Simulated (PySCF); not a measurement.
S³⁺ (sulfur, charge +3) across methods

[Ne] 3s2 3p1, 2P determinant. Calculation: PySCF 2.14, in aug-cc-pV(T+d)Z; no relativity, point nucleus. The B2PLYP total includes its PT2 part (frozen core); its orbital energies are those of the SCF part.

| method | E (hartree) | mean ε 3s α (eV) | mean ε 3s β (eV) | mean ε 3p α (eV) | Σ⟨r²⟩ (bohr²) | ⟨S²⟩ |
| --- | --- | --- | --- | --- | --- | --- |
| LDA | -394.2035 | -52.630 | -51.346 | -40.907 | 10.52 | 0.751 |
| r2SCAN | -395.5571 | -52.995 | -51.359 | -41.605 | 10.56 | 0.757 |
| PBE0 | -395.4571 | -54.489 | -52.672 | -42.744 | 10.54 | 0.755 |
| B2PLYP | -395.4920 | -56.271 | -53.947 | -44.283 | 10.57 | 0.756 |
| M06-L | -395.5945 | -53.041 | -51.294 | -41.314 | 10.47 | 0.754 |
| PBE | -395.4243 | -52.573 | -51.193 | -41.079 | 10.53 | 0.753 |
| wB97X-V | -395.5442 | -57.086 | -55.342 | -45.162 | 10.56 | 0.753 |
| BLYP | -395.6209 | -52.431 | -51.153 | -40.925 | 10.53 | 0.753 |

**Question.** Estimate the same row for UHF.

**Answer.** E (hartree) = -395.08013; mean ε 3s α (eV) = -59.323; mean ε 3s β (eV) = -55.832; mean ε 3p α (eV) = -47.038; Σ⟨r²⟩ (bohr²) = 10.64; ⟨S²⟩ = 0.762.
